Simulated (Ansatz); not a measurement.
Consider the redistribution: `CO[SiH2]N[SiH2]Cl` + `NC[SiH2][GeH3]` → `NC[SiH2][SiH2]Cl` + `CO[SiH2][NH][GeH3]`.

Computed with Ansatz on PBE0-D4/def2-TZVP structures; ΔE is electronic, products minus reactants. CBS: MP2 limit from def2 TZ/QZ plus the TZ coupled-cluster correction, frozen cores. Functionals use def2-TZVPP. For Ge outer-core shells are correlated without core-valence functions, which leaves a few kJ/mol of doubt a bond. Scalar relativity is left out up to krypton. One conformer a species, not always the lowest.

```tsv
species	r2SCAN energy (Eh)
`CO[SiH2]N[SiH2]Cl`	-1212.15598
`NC[SiH2][GeH3]`	-2464.70835
`NC[SiH2][SiH2]Cl`	-1136.82547
`CO[SiH2][NH][GeH3]`	-2540.00642
```

**Question.** Work out ΔE.

**Answer.** ΔE = (-1136.82547) + (-2540.00642) − (-1212.15598) − (-2464.70835) = 0.03244 Eh = +85.2 kJ/mol. CCSD(T)/CBS gives +85.7 kJ/mol.

Largest T1 diagnostic among the species: 0.011.

In def2-TZVPP, CCSD(T) changes the Hartree–Fock value by +4.5 kJ/mol (the triples alone add +0.2 kJ/mol) and MP2 by +8.0 kJ/mol. The D4 term adds +4.8 kJ/mol with B3LYP and +2.9 kJ/mol with PBE0; it sums over pairs of atoms, weighted by their polarisabilities, and B3LYP, whose exchange is more repulsive, gets the larger term.

B3LYP here is the variant with VWN-RPA as its local correlation; programs differ in this.
